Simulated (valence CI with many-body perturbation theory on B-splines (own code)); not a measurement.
**Tl: calculation against measured levels**

Level of theory: relativistic CI+MBPT: three valence electrons over a frozen Dirac-Fock core [Xe] 4f14 5d10, a basis of 11 s, 11 p, 10 d, 8 f, 5 g, 2 h functions for each j, with the one-electron correlation potential Σ1, the two-electron term Σ2, the three-electron term Σ3, Breit, model QED; selected CI, second order for the rest, scaled by the run's own slope (own B-spline code, finite nucleus).

Against 11 measured levels this calculation errs by 213 cm⁻¹ on average and by 346 at most. These come from a selection out of the NIST Handbook of Basic Atomic Spectroscopic Data. Levels without a partner in it may be off by more.

Measured levels: NIST Handbook of Basic Atomic Spectroscopic Data (Sansonetti and Martin, J. Phys. Chem. Ref. Data 34, 1559 (2005)). Pairs share parity and J, and are chosen by configuration, term and nearness in energy; levels without a clear partner are left out. Energies in cm⁻¹ above the measured ground level.

```tsv
Computed label	Label in the source	Measured	Computed	Difference
6s²6p ²P°_1/2	5d10 6s2 6p 2P°	0	0.0	0
6s²6p ²P°_3/2	5d10 6s2 6p 2P°	7792.7	7943.1	+150
6s²7s ²S_1/2	5d10 6s2 7s 2S	26477.5	26477.2	0
6s²7p ²P°_1/2	5d10 6s2 7p 2P°	34159.9	33987.7	-172
6s²7p ²P°_3/2	5d10 6s2 7p 2P°	35161.1	34985.6	-175
6s²6d ²D_3/2	5d10 6s2 6d 2D	36117.9	35947.3	-171
6s²6d ²D_5/2	5d10 6s2 6d 2D	36199.9	36020.7	-179
6s²8s ²S_1/2	5d10 6s2 8s 2S	38745.9	38417.2	-329
6s²8p ²P°_1/2	5d10 6s2 8p 2P°	41368.1	41026.2	-342
6s²8p ²P°_3/2	5d10 6s2 8p 2P°	41740.8	41394.6	-346
6s²7d ²D_3/2	5d10 6s2 7d 2D	42011.4	41775.3	-236
6s²7d ²D_5/2	5d10 6s2 7d 2D	42049	41809.1	-240
```

Over 11 excited levels the mean absolute difference is 213 cm⁻¹, the median 179 and the largest 346. The comparison draws on a selection of the measured levels: 12 of the 36 computed ones have a partner in it, and others may be off by more.

Rates against NIST Handbook of Basic Atomic Spectroscopic Data (Sansonetti and Martin, J. Phys. Chem. Ref. Data 34, 1559 (2005)):

```csv
"λ vac, measured (nm)",Upper,Lower,A computed (s⁻¹),A tabulated (s⁻¹)
238.03,6s²7d ²D_3/2,6s²6p ²P°_1/2,4.78e+07,4.40e+07
258.09,6s²8s ²S_1/2,6s²6p ²P°_1/2,1.82e+07,1.80e+07
276.87,6s²6d ²D_3/2,6s²6p ²P°_1/2,1.29e+08,1.26e+08
291.92,6s²7d ²D_5/2,6s²6p ²P°_3/2,4.31e+07,4.20e+07
323.07,6s²8s ²S_1/2,6s²6p ²P°_3/2,1.82e+07,1.73e+07
352.02,6s²6d ²D_5/2,6s²6p ²P°_3/2,1.30e+08,1.24e+08
353.04,6s²6d ²D_3/2,6s²6p ²P°_3/2,2.26e+07,2.20e+07
377.68,6s²7s ²S_1/2,6s²6p ²P°_1/2,6.02e+07,6.25e+07
535.19,6s²7s ²S_1/2,6s²6p ²P°_3/2,7.42e+07,7.95e+07
```

The tabulated rate at 535.2 nm may be a misprint in the source.
